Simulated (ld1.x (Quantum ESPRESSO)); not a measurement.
**What one change does to a pseudopotential (bromine (Br), TM)**

Br (Z = 35), norm-conserving Troullier–Martins (Kleinman–Bylander form), made with ld1.x (Quantum ESPRESSO) 7.5 (LDA (PZ), scalar-relativistic). Core [Ar] 3d10, reference 4s2 4p5. Waves: 4s (bound): rc 1.25 bohr; 4p (bound): rc 1.40 bohr; 4d channel at 0.05 Ry: rc 1.40 bohr. Local part: all-electron potential smoothed inside 1.00 bohr (lloc = -2). Core correction: Bessel-smoothed model core inside 1.20 bohr.

All-electron outer shells of the reference configuration (LDA (PZ), scalar-relativistic, ld1.x):

| shell | level (eV) | outermost node (bohr) | outermost maximum (bohr) |
| --- | --- | --- | --- |
| 3p | -173.21 | 0.21 | 0.48 |
| 3d | -67.00 | – | 0.43 |
| 4s | -20.32 | 0.67 | 1.41 |
| 4p | -8.01 | 0.70 | 1.66 |

Change: all radii but the core radius scaled by about 1.23 (s 1.54, p 1.72, d 1.72 bohr); local potential all-electron potential smoothed inside 1.22 bohr (lloc = -2).

Cutoffs: the cutoffs (Ry, on a coarse ladder) from which the occupation-weighted sum of valence levels, in a spherical-Bessel basis at the reference potential, stays within 10 and 1 mRy of its value at 400 Ry; they do not see the model core or the augmentation charge, which bear on the density cutoff. Errors are all-electron minus pseudo energies relative to the spin-unpolarised reference configuration.

Question: Predict the effect on cutoff, ghosts and configuration errors.

Answer: The potential gets softer (50 Ry and 110 Ry → 45 Ry and 70 Ry); of the 9 tests that both files solve, the error grows in 2 and shrinks in 5 by more than 15 % and 0.3 meV (median size 2.7 → 3.9 meV); neither file shows a bound ghost. A larger radius leaves more room for a smooth pseudo-wave, so fewer plane waves are needed.

| quantity | base | changed |
| --- | --- | --- |
| cutoff, loose | 50 Ry | 45 Ry |
| cutoff, tight | 110 Ry | 70 Ry |
| loose cutoff by channel (10 mRy a level) | s 40 Ry, p 10 Ry | s 25 Ry, p 15 Ry |
| bound ghosts | none | none |
| error for 4s2 4p4, meV [ΔE 12.71 eV] | +2.4 | +0.4 |
| error for 4s2 4p3, meV [ΔE 35.65 eV] | +18 | +5.9 |
| error for 4s2 4p2, meV [ΔE 69.87 eV] | +52 | +13 |
| error for 4s2 4p4.5, meV [ΔE 5.15 eV] | +0.1 | -0.4 |
| error for 4s2 4p1, meV [ΔE 116.22 eV] | +109 | +6.2 |
| error for 4s2 4p5.3, meV [ΔE -2.01 eV] | +0.6 | +0.5 |
| error for 4s1 4p6, meV [ΔE 12.42 eV] | -2.7 | -3.9 |
| error for 4s2 4p5 (spin-polarised), meV [ΔE -0.15 eV] | +1.2 | +1.4 |
| error for 4s2 4p4 (spin-polarised), meV [ΔE 12.00 eV] | +7.5 | +6.3 |
